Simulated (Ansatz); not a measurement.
H₄B₃O₃, charge +1, singlet, at a GFN2-xTB geometry, atoms displaced at random by about 0.03 Å a coordinate; HF/STO-3G, gradient run with Ansatz (a first-principles code).

Ansatz was given this input:
Ansatz 0.2 input:
```yaml
crystal:
  periodic: [false, false, false]
  atoms:
    - {symbol: B, position_ang: [-0.92054756, 1.03474417, -0.24983867]}
    - {symbol: O, position_ang: [-1.36072782, -0.26323559, -0.02604840]}
    - {symbol: B, position_ang: [-0.60163289, -1.29232897, 0.14279808]}
    - {symbol: O, position_ang: [0.83093907, -0.93921802, 0.21236562]}
    - {symbol: B, position_ang: [1.33025604, 0.41517901, 0.07483553]}
    - {symbol: O, position_ang: [0.43584453, 1.30295591, -0.20561998]}
    - {symbol: H, position_ang: [-1.70296748, 1.90865305, -0.49525256]}
    - {symbol: H, position_ang: [-0.87690546, -2.37710825, 0.33060663]}
    - {symbol: H, position_ang: [1.45211529, -1.68385411, 0.38253788]}
    - {symbol: H, position_ang: [2.49261705, 0.60036152, 0.04160326]}
basis:
  gaussian:
    orbitals: STO-3G
hamiltonian:
  xc: hf
total_charge: 1
output: {forces: true}
```

Question: Write the output that Ansatz gives for this input, abridged.

Answer: 
```
Functional definition: HF
484 factors; integrals over basis functions are off by at most 6.1e-5 eV
mean field evaluation 1: about -8080.9400 eV, gradient 3.5e1 eV
mean field evaluation 2: about -8081.1055 eV, gradient 3.5e1 eV
mean field evaluation 4: about -8085.1904 eV, gradient 2.3e0 eV
mean field evaluation 8: about -8085.2124 eV, gradient 5.3e-2 eV
mean field -8085.21244768 eV, -297.1260770985 hartree, gradient 6.6e-6 eV, S^2 0.000000; 0 other end points of the search recorded, 0 dependent functions left out
the calculation of the forces begins
reference -8085.21244768 eV, -297.1260770985 hartree; 21, 21 occupied and 13, 13 virtual orbitals, 484 factors
Total energy: -8085.21244768 eV, -297.1260770985 hartree
Atom 0 at    -0.920548     1.034744    -0.249839 Å, force    -1.369861     1.436810    -0.439406 eV/Å
Atom 1 at    -1.360728    -0.263236    -0.026048 Å, force    -0.467206     1.598193    -0.507422 eV/Å
Atom 2 at    -0.601633    -1.292329     0.142798 Å, force     1.399258     0.101159     0.573617 eV/Å
Atom 3 at     0.830939    -0.939218     0.212366 Å, force    -0.269691    -0.893063     0.262218 eV/Å
Atom 4 at     1.330256     0.415179     0.074836 Å, force     2.478770    -0.795712    -0.656390 eV/Å
Atom 5 at     0.435845     1.302956    -0.205620 Å, force    -2.042247     0.600286     0.082438 eV/Å
Atom 6 at    -1.702967     1.908653    -0.495253 Å, force     0.765824    -0.905644     0.285987 eV/Å
Atom 7 at    -0.876905    -2.377108     0.330607 Å, force    -0.112812    -1.061760     0.001133 eV/Å
Atom 8 at     1.452115    -1.683854     0.382538 Å, force     0.089751     0.347809    -0.063799 eV/Å
Atom 9 at     2.492617     0.600362     0.041603 Å, force    -0.471786    -0.428080     0.461625 eV/Å
Dipole moment:     0.579458    -0.714027     0.182084 e Å
```
